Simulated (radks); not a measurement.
Results of a calculation; reference values are marked as such.
The nuclear charge of the fluorine ion F2+ is varied continuously with 7 electrons held in [He] 2s2 2p3. Level of theory: scalar-relativistic Kohn-Sham, r2SCAN, spin-polarised, spherical densities, finite nucleus; open shells are filled with parallel spins first; meta-GGA in the generalised Kohn-Sham scheme; Fermi nuclear charge, rms radius 2.8976 fm (a radial shooting solver on a logarithmic mesh with Libxc functionals). By the Hellmann-Feynman theorem dE/dZ = E(electron-nucleus)/Z, the electronic potential at the nucleus (averaged over a nucleus of fixed radius). The scalar-relativistic energy here is not variational (the density holds large components alone), so the two differ by a part that grows with Z.

[
 {"Z": "8.5", "E (hartree)": "-85.84591", "E(electron-nucleus)/Z (hartree)": "-23.2755", "HOMO": "2p", "e(HOMO) (eV)": "-39.174", "<r> HOMO (bohr)": "0.9656"},
 {"Z": "9", "E (hartree)": "-97.89363", "E(electron-nucleus)/Z (hartree)": "-24.9121", "HOMO": "2p", "e(HOMO) (eV)": "-52.809", "<r> HOMO (bohr)": "0.8764"},
 {"Z": "9.5", "E (hartree)": "-110.75987", "E(electron-nucleus)/Z (hartree)": "-26.5488", "HOMO": "2p", "e(HOMO) (eV)": "-68.185", "<r> HOMO (bohr)": "0.8029"},
 {"Z": "10", "E (hartree)": "-124.44476", "E(electron-nucleus)/Z (hartree)": "-28.1859", "HOMO": "2p", "e(HOMO) (eV)": "-85.294", "<r> HOMO (bohr)": "0.7411"}
]

The central difference of E at Z = 9 is -24.914 hartree, to compare with the third column; the second derivative is -3.27 hartree.
